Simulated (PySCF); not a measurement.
A calculation to check before its numbers are used.

A core-ionisation job on C3H8GaN, SMILES `CCC#[N+][GaH3-]`. Theory: delta-SCF UKS SCAN, pcX-2 on the ionised atom, pcseg-1 elsewhere, spin-free X2C (PySCF).

Driver input (Å, PBE0-D3(BJ)/def2-SVP geometry):

```
{"job": {"kind": "xps"}, "charge": 0, "multiplicity": 1}
C      2.2623    -0.6532     0.0022
C      1.3204    -0.0116     1.0197
C     -0.0268     0.1748     0.5053
N     -1.0879     0.3136     0.0783
Ga    -3.0713     0.5380    -0.6875
H      3.2602    -0.7656     0.4475
H      1.9033    -1.6470    -0.2991
H      2.3550    -0.0323    -0.8997
H      1.6887     0.9772     1.3388
H      1.2393    -0.6253     1.9318
H     -3.6797     1.3468     0.5254
H     -3.4230    -0.9972    -0.8130
H     -2.7099     1.3296    -2.0060
```

Output:

```
ground state, core basis on atom 0 (C), 154 functions
  cycle   1  E = -2113.46884763  |g| = 4.42e-01
  cycle   2  E = -2113.34458879  |g| = 8.70e-01
  cycle   3  E = -2113.50477275  |g| = 2.61e-01
  cycle   4  E = -2113.52037942  |g| = 5.51e-02
  cycle   5  E = -2113.52113462  |g| = 8.99e-03
  cycle   6  E = -2113.52115645  |g| = 2.94e-03
  cycle   7  E = -2113.52115964  |g| = 8.70e-04
  cycle   8  E = -2113.52115652  |g| = 2.52e-04
  E(ground) = -2113.78528298 Eh
hole in C 1s of atom 0
  cycle   1  E = -2102.23106907  |g| = 1.50e+00
  cycle   2  E = -2096.39063213  |g| = 2.79e+00
  cycle   3  E = -2102.35289331  |g| = 8.00e-01
  cycle   4  E = -2102.42560194  |g| = 8.77e-01
  cycle   5  E = -2102.77308329  |g| = 1.83e-01
  cycle   6  E = -2102.78566632  |g| = 8.68e-02
  cycle   7  E = -2102.78914881  |g| = 1.12e-02
  cycle   8  E = -2102.78920924  |g| = 4.41e-03
  cycle   9  E = -2102.78921956  |g| = 1.63e-03
  cycle  10  E = -2102.78922279  |g| = 6.14e-04
  cycle  11  E = -2102.78922332  |g| = 3.66e-04
  E(ion) = -2103.05253972 Eh   <S^2> = 0.7680   hole on atom = 1.000   binding energy = 292.053 eV
ground state, core basis on atom 1 (C), 154 functions
  cycle   1  E = -2113.52247535  |g| = 5.85e-02
  cycle   2  E = -2113.52240791  |g| = 2.53e-02
  cycle   3  E = -2113.52234352  |g| = 3.06e-02
  cycle   4  E = -2113.52251201  |g| = 1.49e-02
  cycle   5  E = -2113.52256494  |g| = 3.89e-04
  cycle   6  E = -2113.52256222  |g| = 1.01e-04
  E(ground) = -2113.78680370 Eh
hole in C 1s of atom 1
  cycle   1  E = -2102.18908441  |g| = 1.51e+00
  cycle   2  E = -2095.71052921  |g| = 3.16e+00
  cycle   3  E = -2102.20203444  |g| = 9.26e-01
  cycle   4  E = -2102.41527518  |g| = 8.46e-01
  cycle   5  E = -2102.64508846  |g| = 3.44e-01
  cycle   6  E = -2102.73938845  |g| = 1.22e-01
  cycle   7  E = -2102.74871623  |g| = 2.66e-02
  cycle   8  E = -2102.74911165  |g| = 6.81e-03
  cycle   9  E = -2102.74913927  |g| = 3.07e-03
  cycle  10  E = -2102.74915252  |g| = 1.68e-03
  cycle  11  E = -2102.74915934  |g| = 1.12e-03
  cycle  12  E = -2102.74916326  |g| = 5.88e-04
  cycle  13  E = -2102.74916296  |g| = 2.88e-04
  E(ion) = -2103.01265616 Eh   <S^2> = 0.7706   hole on atom = 1.000   binding energy = 293.179 eV
ground state, core basis on atom 2 (C), 154 functions
  cycle   1  E = -2113.52574611  |g| = 5.98e-02
  cycle   2  E = -2113.52544724  |g| = 4.27e-02
  cycle   3  E = -2113.52506522  |g| = 5.93e-02
  cycle   4  E = -2113.52582867  |g| = 1.02e-02
  cycle   5  E = -2113.52585531  |g| = 3.54e-04
  cycle   6  E = -2113.52585377  |g| = 8.26e-05
  E(ground) = -2113.79224515 Eh
hole in C 1s of atom 2
  cycle   1  E = -2102.18751063  |g| = 1.50e+00
  cycle   2  E = -2097.61470518  |g| = 2.68e+00
  cycle   3  E = -2102.22370497  |g| = 9.06e-01
  cycle   4  E = -2102.41065284  |g| = 8.70e-01
  cycle   5  E = -2102.60046991  |g| = 4.75e-01
  cycle   6  E = -2102.74632747  |g| = 1.10e-01
  cycle   7  E = -2102.74414463  |g| = 1.19e-01
  cycle   8  E = -2102.75791982  |g| = 1.89e-02
  cycle   9  E = -2102.75820151  |g| = 5.67e-03
  cycle  10  E = -2102.75823978  |g| = 5.25e-03
  cycle  11  E = -2102.75828499  |g| = 2.05e-03
  cycle  12  E = -2102.75829114  |g| = 6.59e-04
  cycle  13  E = -2102.75829124  |g| = 4.57e-04
  E(ion) = -2103.02286588 Eh   <S^2> = 0.8618   hole on atom = 1.000   binding energy = 293.050 eV
ground state, core basis on atom 3 (N), 154 functions
  cycle   1  E = -2113.53633713  |g| = 7.42e-02
  cycle   2  E = -2113.53586009  |g| = 5.22e-02
  cycle   3  E = -2113.53507907  |g| = 7.94e-02
  cycle   4  E = -2113.53642285  |g| = 7.70e-03
  cycle   5  E = -2113.53643797  |g| = 6.47e-04
  cycle   6  E = -2113.53643787  |g| = 1.53e-04
  E(ground) = -2113.79911413 Eh
hole in N 1s of atom 3
  cycle   1  E = -2097.89253864  |g| = 1.86e+00
  cycle   2  E = -2093.52144179  |g| = 2.64e+00
  cycle   3  E = -2097.81837073  |g| = 1.07e+00
  cycle   4  E = -2098.47195891  |g| = 5.69e-01
  cycle   5  E = -2098.57919921  |g| = 2.68e-01
  cycle   6  E = -2098.55684679  |g| = 2.26e-01
  cycle   7  E = -2098.60813140  |g| = 2.27e-02
  cycle   8  E = -2098.60868491  |g| = 9.91e-03
  cycle   9  E = -2098.60882884  |g| = 6.32e-03
  cycle  10  E = -2098.60891360  |g| = 4.12e-03
  cycle  11  E = -2098.60895647  |g| = 2.23e-03
  cycle  12  E = -2098.60896538  |g| = 9.37e-04
  cycle  13  E = -2098.60896656  |g| = 4.92e-04
  E(ion) = -2098.87136928 Eh   <S^2> = 0.8119   hole on atom = 1.000   binding energy = 406.205 eV
```

The program numbers atoms from 0. E(ground) and E(ion) are re-evaluated on a finer grid than the cycles, so they differ from the last cycles; that is no fault.

Question: Do all binding energies of this run deserve the same trust?

Answer: No. Every hole passed the driver's convergence checks (|g| < 5e-4, core orbital emptied to over 0.9), but ⟨S²⟩ is 0.862 for C1s on atom 2, against 0.75 for a pure doublet, so the unrestricted ion state holds higher spin components.

Question: How can it be mended?

Answer: Recompute such holes with a restricted open-shell or spin-projected scheme and compare; until then these binding energies are doubtful.
